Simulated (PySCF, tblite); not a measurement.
Isomers of C4H7F3OSi2, one GFN2-xTB conformer each. Single-point energies are computed at PBE0/pcSseg-1 (PySCF, gas phase, no added dispersion term), electronic only.

Task: Rank them by PBE0/pcSseg-1 energy, lowest first (kJ/mol).
A. `[CH2:1]=[CH:2][Si@H:3]([C:4](=[O:5])[SiH3:6])[C:7]([F:8])([F:9])[F:10]` with C1–C2–Si3–C4 -36°, C2–Si3–C4–O5 51°
B. `[O:1]=[CH:2]/[C:3](=[CH:4]\[C:5]([F:6])([F:7])[F:8])[SiH2:9][SiH3:10]` with O1–C2–C3–C4 138°, C2–C3–Si9–Si10 50°
C. `[O:1]=[CH:2][SiH2:3]/[C:4]([SiH3:5])=[CH:6]\[C:7]([F:8])([F:9])[F:10]` with O1–C2–Si3–C4 6°, C2–Si3–C4–Si5 -13°
D. `[O:1]=[CH:2]/[C:3]([SiH3:4])=[CH:5]/[SiH2:6][C:7]([F:8])([F:9])[F:10]` with O1–C2–C3–Si4 -1°, C3–C5–Si6–C7 172°

Result: D (0.0), B (1.1), C (27.2), A (44.4).

Neighbours under 10 kJ/mol apart (O=C/C([SiH3])=C/[SiH2]C(F)(F)F and O=C/C(=C\C(F)(F)F)[SiH2][SiH3]) can change places with a better method, another conformer or zero-point energy. GFN2-xTB itself gives, in the same order: 8.6, 0.0, 31.7, 91.3. GFN2-xTB puts O=C/C(=C\C(F)(F)F)[SiH2][SiH3] lowest instead; measured from each level's own lowest isomer, the values differ by up to 46.9 kJ/mol (C=C[Si@H](C(=O)[SiH3])C(F)(F)F: 91.3 against 44.4).

Task: Which frontier levels, dipoles and rotational constants go with these structures?

Result: 
| SMILES | HOMO (eV, PBE0/pcSseg-1) | LUMO (eV) | dipole (D) | A, B, C (MHz) |
| --- | --- | --- | --- | --- |
| O=C/C([SiH3])=C/[SiH2]C(F)(F)F | -8.01 | -2.74 | 1.17 | 2088, 395.6, 356.4 |
| O=C/C(=C\C(F)(F)F)[SiH2][SiH3] | -7.97 | -2.71 | 2.22 | 1917, 487.5, 458.3 |
| O=C[SiH2]/C([SiH3])=C\C(F)(F)F | -7.47 | -2.09 | 1.55 | 1707, 585.6, 479.9 |
| C=C[Si@H](C(=O)[SiH3])C(F)(F)F | -6.74 | -2.12 | 0.86 | 1009, 872.2, 539.9 |

Task: What happens when harmonic zero-point energies from GFN2-xTB frequencies are added?

Result: 
```csv
SMILES,ZPE (kJ/mol),electronic (kJ/mol),with ZPE (kJ/mol)
O=C/C([SiH3])=C/[SiH2]C(F)(F)F,244.5,0.0,0.0
O=C/C(=C\C(F)(F)F)[SiH2][SiH3],246.8,1.1,3.3
O=C[SiH2]/C([SiH3])=C\C(F)(F)F,247.7,27.2,30.3
C=C[Si@H](C(=O)[SiH3])C(F)(F)F,249.1,44.4,48.9
```

The zero-point energies span 4.6 kJ/mol. The order is unchanged.

Task: As an exercise, what shares would exp(−E/RT) give at 500 K from these electronic energies alone (no entropy, no degeneracies)?

Result: RT = 4.157 kJ/mol: O=C/C([SiH3])=C/[SiH2]C(F)(F)F 56.4 %, O=C/C(=C\C(F)(F)F)[SiH2][SiH3] 43.5 %, O=C[SiH2]/C([SiH3])=C\C(F)(F)F 0.1 %, C=C[Si@H](C(=O)[SiH3])C(F)(F)F under 0.1 %.
